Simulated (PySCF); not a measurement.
Compound: C₃H₅ClFSi (doublet state).
SMILES with atom numbers: `[F:1][C@@H:2]1[C:3]([Cl:4])[C@@H:5]1[SiH3:6]` (hydrogens: H7 on C2; H8 on C5; H9, H10, H11 on Si6)

Computed, not measured: UKS B3LYP, pcH-1 on C Cl F H Si, non-relativistic, mean-field spin-orbit, GIAO (PySCF 2.14.0). Geometry: GFN2-xTB; no solvent, vibrations or thermal averaging. The geometry wasn't refined by DFT: couplings that depend on bond lengths, twists or pyramidal angles can differ widely from those at the functional's own minimum. No stability test was run, so a lower SCF solution isn't excluded.

Task: What is the g tensor, term by term?

Result: 
```tsv
Δg (ppt)	1	2	3
relativistic mass correction	-0.19	-0.19	-0.19
gauge correction	0.01	0.00	0.00
orbital Zeeman/spin–orbit	-0.41	6.80	7.38
total	-0.59	6.61	7.19
```

So g = 2.00173, 2.00892, 2.00951 and g_iso = 2.00672; the tensor is close to axial: the two nearest values differ by 8 % of g3 − g1. 

Task: What are the electron Larmor frequencies g μB B/h along the three axes at 3350 mT?

Result: 93.8561, 94.1933, 94.2208 GHz for g1, g2 and g3, a range of 364.7 MHz.

Task: At 9.795 GHz, how far is the centre of the isotropic spectrum from where a free electron (g = 2.002319) resonates?

Result: B = hν/(g μB) with μB/h = 13.99624 MHz/mT gives 349.51 mT for the free electron and 348.74 mT at g_iso, 0.77 mT lower.

Task: In a frozen sample, at which fields do the three g values resonate at 9.5, 34, 94 and 263 GHz (hyperfine left aside), and which band first spreads them over more than twice a line width of 0.5 mT?

Result: 
```csv
band,GHz,B(g3) mT,B(g2) mT,B(g1) mT,spread mT
X,9.5,337.77,337.87,339.08,1.31
Q,34.0,1208.86,1209.22,1213.56,4.70
W,94.0,3342.15,3343.13,3355.14,12.99
J,263.0,9350.91,9353.64,9387.24,36.33
```

The spread grows in proportion to the frequency. X band is the first where it exceeds 1.0 mT.

Largest spin populations (Mulliken): C3 (+0.79) and Cl4 (+0.10). C3 is the only atom above +0.15. The angles at C3 add up to 322.6°, so it is pyramidal.

The HOMO–LUMO gaps are 6.46 eV among the α and 5.11 eV among the β orbitals.

Time: 52 s (grids of density and orbitals included); peak memory 0.77 GiB. Hardware: one thread, Arm Neoverse V1 (aarch64), on a shared host.
